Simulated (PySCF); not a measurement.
Isomers of C6H12S. Computed with PBE0-D3(BJ)/def2-SVP geometry optimisation, gas phase (PySCF 2.14.0). One conformer each; no zero-point energy, no entropy. No frequencies were run at this level. Point groups hold within 0.08 Å.

Task: Order them by energy at this level, lowest first, and give relative energies in kcal/mol.
A. `[CH2:1]1[CH2:2][CH2:3][CH2:4][S:5][CH2:6][CH2:7]1` with C7–C1–C2–C3 92°, C1–C2–C3–C4 -70°, C2–C3–C4–S5 59°, C3–C4–S5–C6 -73°
B. `[SH:1][CH:2]1[CH2:3][CH2:4][CH2:5][CH2:6][CH2:7]1` with H–S1–C2–C3 177°, S1–C2–C3–C4 179°, C2–C3–C4–C5 -55°, C3–C4–C5–C6 55°, C4–C5–C6–C7 -55°
C. `[CH3:1][CH:2]([CH3:3])[S:4][CH:5]1[CH2:6][CH2:7]1` with C1–C2–S4–C5 65°, C2–S4–C5–C6 70°

Result: B (0.0), A (6.8), C (29.1).

As drawn, the lowest has an S–H bond, which the highest lacks; the highest has a three-membered ring, which the lowest lacks.

```json
{"SMILES": "SC1CCCCC1", "E (Eh)": "-633.36926", "E rel (kcal/mol)": "0.0", "dipole (D)": "1.74", "point group": "–", "A, B, C (MHz)": "4253, 1410, 1134"}
{"SMILES": "C1CCCSCC1", "E (Eh)": "-633.35845", "E rel (kcal/mol)": "6.8", "dipole (D)": "1.65", "point group": "C1", "A, B, C (MHz)": "2626, 2334, 1427"}
{"SMILES": "CC(C)SC1CC1", "E (Eh)": "-633.32281", "E rel (kcal/mol)": "29.1", "dipole (D)": "1.56", "point group": "C1", "A, B, C (MHz)": "4266, 1273, 1160"}
```

Task: How do the relative energies change in single points at PBE0/pcSseg-1 (no added dispersion term) on the same geometries?

Result: 
| SMILES | PBE0-D3(BJ)/def2-SVP (kcal/mol) | PBE0/pcSseg-1 (kcal/mol) | shift |
| --- | --- | --- | --- |
| SC1CCCCC1 | 0.0 | 0.0 | 0.0 |
| C1CCCSCC1 | 6.8 | 6.4 | -0.4 |
| CC(C)SC1CC1 | 29.1 | 26.7 | -2.4 |

Each column counts from its own lowest isomer. The order is unchanged; the largest shift is 2.4 kcal/mol.
